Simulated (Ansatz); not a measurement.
Ansatz results at the PBE0-D4/def2-TZVP geometry: HOMO–LUMO gap (B3LYP/def2-TZVPP) 5.96 eV; HOMO energy (B3LYP/def2-TZVPP) -6.24 eV; HOMO–LUMO gap (PBE/def2-TZVPP) 4.31 eV.

Each molecule was computed in one conformer, which needn't be the lowest.

Question: Which molecule gave them?
A. `C[O][Hf]([F])([F])[O]C`
B. `C[N](C)[Hf]([I])([N](C)C)[N](C)C`
C. `[OH][Hf]([OH])([F])[I]`
D. `[F][Hf]([SH])([SH])[SH]`

Answer: B. The others give `[F][Hf]([SH])([SH])[SH]`: 5.65, -7.60, 4.10; `C[O][Hf]([F])([F])[O]C`: 7.67, -8.19, 5.95; `[OH][Hf]([OH])([F])[I]`: 6.59, -7.34, 5.10.

B3LYP here is the variant with VWN-RPA as its local correlation; programs differ in this.
